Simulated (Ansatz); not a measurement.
One change: `O[Si]1(O)CO1` becomes `O[Si]1(Cl)CO1`.

Ansatz, PBE0-D4/def2-TZVP geometries, multiplicity 1. Each molecule was computed in one conformer, which needn't be the lowest.

```
                                        property  `O[Si]1(O)CO1`
           HOMO energy (ωB97M-V/def2-TZVPP) / eV           -9.85
              HOMO energy (PBE0/def2-TZVPP) / eV           -7.54
             HOMO energy (B3LYP/def2-TZVPP) / eV           -7.33
  size of the dipole moment (PBE/def2-TZVPP) / D            1.29
size of the dipole moment (B3LYP/def2-TZVPP) / D            1.45
  zero-point energy (PBE0-D4/def2-TZVP) / kJ/mol           157.3
```

(1) What does the change do to each property? (Best estimate.)

## Answers

(1) Computed: 
| property | `O[Si]1(Cl)CO1` | shift |
| --- | --- | --- |
| HOMO energy (ωB97M-V/def2-TZVPP) / eV | -10.12 | -0.27 |
| HOMO energy (PBE0/def2-TZVPP) / eV | -7.85 | -0.31 |
| HOMO energy (B3LYP/def2-TZVPP) / eV | -7.63 | -0.30 |
| size of the dipole moment (PBE/def2-TZVPP) / D | 2.00 | 0.71 |
| size of the dipole moment (B3LYP/def2-TZVPP) / D | 2.10 | 0.65 |
| zero-point energy (PBE0-D4/def2-TZVP) / kJ/mol | 124.2 | -33.1 |

With PBE0 the HOMO falls by 0.31 eV and the LUMO falls by 0.24 eV, so the gap widens by about 0.07 eV. PBE moves the HOMO by -0.34 eV and ωB97M-V by -0.27 eV. The zero-point energy changes by -33.1 kJ/mol with -3 modes. Dipoles are sizes alone; their direction can turn.

B3LYP here is the variant with VWN-RPA as its local correlation; programs differ in this.
